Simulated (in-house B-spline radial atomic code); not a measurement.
**Pt III (Pt2+): [Xe] (4f5/2)6 (4f7/2)7 5d9 (with a hole in an inner shell)**

Method: Dirac-Kohn-Sham PBE0, spherical fractional occupations, Fermi nucleus of rms radius 5.427 fm. Calculated with an all-electron radial atomic-structure program (B-spline basis).

Z_r = [3n² - l(l+1)]/(2<r>); Z_e = n√(-2ε); the last column is Slater's effective charge. Values are occupation-weighted means over j. An effective charge above Z reflects the relativistic contraction of the inner shells.

| shell | electrons | ε (eV) | <r> (bohr) | Z_r | Z_e | Slater |
| --- | --- | --- | --- | --- | --- | --- |
| 1s | 2 | -78465 | 0.01715 | 87.45 | 75.94 | 77.70 |
| 2s | 2 | -13841 | 0.0717 | 83.69 | 63.79 | 73.85 |
| 2p | 6 | -12110 | 0.0647 | 77.28 | 59.67 | 73.85 |
| 3s | 2 | -3296.1 | 0.1865 | 72.39 | 46.69 | 66.75 |
| 3p | 6 | -2781.9 | 0.1871 | 66.82 | 42.90 | 66.75 |
| 3d | 10 | -2173.3 | 0.1705 | 61.59 | 37.92 | 56.85 |
| 4s | 2 | -743.82 | 0.4141 | 57.96 | 29.58 | 50.25 |
| 4p | 6 | -571.94 | 0.4389 | 52.40 | 25.93 | 50.25 |
| 4d | 10 | -349.33 | 0.4656 | 45.11 | 20.27 | 38.85 |
| 5s | 2 | -132.05 | 0.9445 | 39.70 | 15.58 | 21.20 |
| 4f | 13 | -107.41 | 0.5055 | 35.61 | 11.24 | 27.80 |
| 5p | 6 | -84.995 | 1.081 | 33.76 | 12.50 | 21.20 |
| 5d | 9 | -28.792 | 1.503 | 22.96 | 7.27 | 8.20 |

The least bound orbital is 5d5/2 at -28.12 eV, and it is also the most diffuse (<r> = 1.524 bohr). The part-filled 4f shell lies below the filled 5p shell in orbital energy.

For the 1s electron the small component carries 8.75 % of the norm, the zero-frequency Breit interaction raises the level by 290.2 eV, self-energy by 184.8 eV, and vacuum polarisation lowers it by 37.11 eV.

Caution: exact exchange at fractional occupations of open shells leaves self-interaction of up to several eV.
